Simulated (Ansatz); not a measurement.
```xyz
6

C     0.0261    0.0086   -0.6816
C     0.0386   -0.0100    0.7535
H    -0.0206   -0.9539   -1.2624
H    -0.0159    0.9232   -1.2561
H    -0.9154   -0.0433    1.2846
H     0.9649   -0.0379    1.2993
```

Basis set: 6-31G* (spherical functions). Frozen core: 2 orbitals. Charge 0, multiplicity 3.

Computed with Ansatz (development build ahead of 0.2.0); each method stands on the lowest determinant of its kind that the runs found.

The atomization energy at this shape (free ground-state atoms in the same class of orbitals less the molecule, no zero-point energy) of triplet C2H4:

```json
{"method": "UHF-MP2", "atomization energy": "19.50 eV"}
```

(1) What does UHF give?

## Answers

(1) 16.52 eV. Caution: another spin multiplicity may lie lower.
